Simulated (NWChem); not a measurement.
Everything below was run with NWChem. System: H3BrGe, charge 0, spin multiplicity 1, at a geometry optimised with PBE/def2-SVP. The structure started from a generated list of species. Level: r2SCAN/def2-TZVP.

Job file:

```
start mol
memory heap 200 mb stack 800 mb global 1000 mb
geometry units angstroms nocenter noautoz
  Ge     1.145184     0.030751     0.000000
  Br    -1.185130    -0.031823     0.000000
  H      1.591405     0.780642     1.277642
  H      1.591405     0.780642    -1.277642
  H      1.650840    -1.431485     0.000000
  symmetry group Cs
end
basis spherical
  * library def2-tzvp
end
dft
  xc r2scan
  semidirect memsize 60000000 filesize 0
  iterations 100
  grid fine
end
task dft energy
```

Part of the output:

```
             Northwest Computational Chemistry Package (NWChem) 7.3.0
             --------------------------------------------------------

                                NWChem Input Module
                                -------------------

 Scaling coordinates for geometry "geometry" by  1.889725989
 (inverse scale =  0.529177249)

 Turning off AUTOSYM since
 SYMMETRY directive was detected!

                             Geometry "geometry" -> ""
                             -------------------------

 Output coordinates in angstroms (scale by  1.889725989 to convert to a.u.)

  No.       Tag          Charge          X              Y              Z
 ---- ---------------- ---------- -------------- -------------- --------------
    1 Ge                  32.0000     1.14518400     0.03075100     0.00000000
    2 Br                  35.0000    -1.18513000    -0.03182300     0.00000000
    3 H                    1.0000     1.59140500     0.78064200     1.27764200
    4 H                    1.0000     1.59140500     0.78064200    -1.27764200
    5 H                    1.0000     1.65084000    -1.43148500     0.00000000

 Effective nuclear repulsion energy (a.u.)     305.2673279099

            Nuclear Dipole moment (a.u.)
            ----------------------------
        X                 Y               Z
 ---------------- ---------------- ----------------
    -0.0000226767     0.0000491329     0.0000000000

      Symmetry information
      --------------------

 Group name             Cs
 Group number              2
 Group order               2
 No. of unique centers     4

      Symmetry unique atoms

     1    2    3    5


 Summary of "ao basis" -> "" (spherical)
 ------------------------------------------------------------------------------
       Tag                 Description            Shells   Functions and Types
 ---------------- ------------------------------  ------  ---------------------
 *                         def2-tzvp                  on all atoms

                                 NWChem DFT Module
                                 -----------------
[...]
              MO Center= -8.4D-01,  4.2D-02,  5.7D-10, r^2= 2.4D+00
   Bfn.  Coefficient  Atom+Function         Bfn.  Coefficient  Atom+Function
  ----- ------------  ---------------      ----- ------------  ---------------
    66      0.498986  2 Br pz                60     -0.341700  2 Br pz
    63      0.309879  2 Br pz                69      0.303007  2 Br pz
    57      0.104244  2 Br pz                98     -0.095863  3 H  s
   104      0.095863  4 H  s                 18     -0.080832  1 Ge pz
    99     -0.073134  3 H  s                105      0.073134  4 H  s

 Vector   36  Occ=0.000000D+00  E=-5.071460D-02  Symmetry=a'
              MO Center=  4.6D-01,  1.2D-02,  1.2D-14, r^2= 4.5D+00
   Bfn.  Coefficient  Atom+Function         Bfn.  Coefficient  Atom+Function
  ----- ------------  ---------------      ----- ------------  ---------------
     6      0.729971  1 Ge s                 19     -0.577902  1 Ge px
    67     -0.434916  2 Br px                 5      0.408490  1 Ge s
    54     -0.368833  2 Br s                 16     -0.352920  1 Ge px
    64     -0.295788  2 Br px                99     -0.219682  3 H  s
   105     -0.219682  4 H  s                111     -0.219694  5 H  s

 Vector   37  Occ=0.000000D+00  E= 3.218831D-03  Symmetry=a'
              MO Center=  1.5D+00,  4.1D-02, -7.2D-14, r^2= 4.4D+00
   Bfn.  Coefficient  Atom+Function         Bfn.  Coefficient  Atom+Function
  ----- ------------  ---------------      ----- ------------  ---------------
     6      1.296170  1 Ge s                 19      0.813309  1 Ge px
    99     -0.796480  3 H  s                105     -0.796480  4 H  s
   111     -0.796429  5 H  s                  5      0.458346  1 Ge s
    54      0.208879  2 Br s                 16      0.200047  1 Ge px
     4     -0.188221  1 Ge s                  3     -0.146598  1 Ge s

 Vector   38  Occ=0.000000D+00  E= 2.728751D-02  Symmetry=a'
              MO Center=  1.1D+00,  1.2D-01,  6.0D-16, r^2= 4.1D+00
   Bfn.  Coefficient  Atom+Function         Bfn.  Coefficient  Atom+Function
  ----- ------------  ---------------      ----- ------------  ---------------
    20      1.264207  1 Ge py               111      1.060745  5 H  s
    99     -0.530330  3 H  s                105     -0.530330  4 H  s
    17      0.337429  1 Ge py                68     -0.226097  2 Br py
   110      0.161619  5 H  s                 39     -0.146413  1 Ge d  0
    11     -0.142426  1 Ge py                24      0.093574  1 Ge d  0

 center of mass
 --------------
 x =  -0.06247359 y =  -0.00167690 z =   0.00000000

 moments of inertia (a.u.)
 ------------------
          24.049404561024         -20.480175669923           0.000000000000
         -20.480175669923         786.206222380143           0.000000000000
           0.000000000000           0.000000000000         786.755990144543

     Multipole analysis of the density
     ---------------------------------

     L   x y z        total         alpha         beta         nuclear
     -   - - -        -----         -----         ----         -------
     0   0 0 0     -0.000000    -35.000000    -35.000000     70.000000

     1   1 0 0      0.746239      0.373131      0.373131     -0.000023
     1   0 1 0      0.020041      0.009996      0.009996      0.000049
     1   0 0 1      0.000000      0.000000      0.000000      0.000000

     2   2 0 0    -26.865780   -190.049439   -190.049439    353.233098
     2   1 1 0      0.036239     -4.567813     -4.567813      9.171864
     2   1 0 1     -0.000000     -0.000000     -0.000000      0.000000
     2   0 2 0    -28.214109    -20.059408    -20.059408     11.904706
     2   0 1 1     -0.000000     -0.000000     -0.000000      0.000000
     2   0 0 2    -28.215068    -19.936829    -19.936829     11.658590

 Task  times  cpu:       11.7s     wall:       11.7s

 Total times  cpu:       11.7s     wall:       11.7s
```
